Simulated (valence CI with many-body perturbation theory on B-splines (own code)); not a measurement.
Values are calculated unless marked as measured or tabulated.
Pb75+: what the settings do

Method: configuration interaction combined with many-body perturbation theory (CI+MBPT): five valence electrons over a frozen Dirac-Fock core [He], a basis of 6 s, 6 p, 5 d, 3 f, 1 g functions for each j, with the one-electron correlation potential Σ1 (screened to all orders), the two-electron term Σ2, the three-electron term Σ3, Breit, model QED; selected single and double excitations, second order for the rest, scaled by the run's own slope (own B-spline code, finite nucleus).

The last digits are not significant, and no measured levels were compared; by estimate large intervals hold to a few tenths of a per cent, small ones and those within an open d or f shell to about a per cent. Among the levels kept, up to 1800 cm⁻¹ of a level comes from second order outside the variational space, and about a tenth of that is noise between levels of different J, which matters for small intervals.

The reference run has the lowest level (2s^2 2p1/2^2 2p3/2) J=3/2 and an ionisation energy of 20756.2 eV. Its largest variational space holds 9999 state functions.

Levels are named by their leading jj configuration (3d3/2^4 stands for four electrons in 3d with j = 3/2), which in mixed levels can hold well under half, so a name can repeat and another be missing. Letters in brackets count levels of one name in rising energy.

Changed runs:
A. hole-hole ladder in Σ2 on → off
B. averaging of valence orbitals over low configurations on → off
C. core polarisation of operators on → off
D. cutoff of virtual states (hartree) 13448 → 1066.67 (bad on purpose)

Excitation energies of the reference run in eV, and shifts in cm⁻¹:

| Level | Reference | A | B | C | D |
| --- | --- | --- | --- | --- | --- |
| (2s^2 2p1/2 2p3/2^2) J=3/2 | 2253.5 | -63 | -10 | 0 | -4814 |
| (2s^2 2p1/2 2p3/2^2) J=5/2 | 2276.3 | -63 | -31 | 0 | -4634 |
| (2s^2 2p1/2 2p3/2^2) J=1/2 | 2339.4 | +28 | +26 | 0 | -3996 |
| (2s 2p1/2^2 2p3/2^2) J=5/2 | 2663.3 | -240 | +159 | 0 | -2447 |
| (2s 2p1/2^2 2p3/2^2) J=1/2 | 2786.4 | -145 | +209 | 0 | -1514 |
| (2s 2p1/2^2 2p3/2^2) J=3/2 | 2787.6 | -240 | +164 | 0 | -1906 |
| (2s^2 2p3/2^3) J=3/2 | 4599.1 | -34 | +7.7 | 0 | -8410 |
| (2s 2p1/2 2p3/2^3) J=3/2 [a] | 4949.8 | -260 | +155 | 0 | -6408 |
| (2s 2p1/2 2p3/2^3) J=5/2 | 4992.8 | -259 | +147 | 0 | -6465 |
| (2s 2p1/2 2p3/2^3) J=1/2 | 5072.2 | -259 | +166 | 0 | -6240 |
| (2s 2p1/2 2p3/2^3) J=3/2 [b] | 5078.6 | -260 | +149 | 0 | -5991 |
| (2p1/2^2 2p3/2^3) J=3/2 | 5530.7 | -168 | +290 | 0 | -3643 |
| Ionisation energy (eV) | 20756.2 | +0.0001 | -0.0032 | 0 | -0.8 |

No effect on these energies: C.
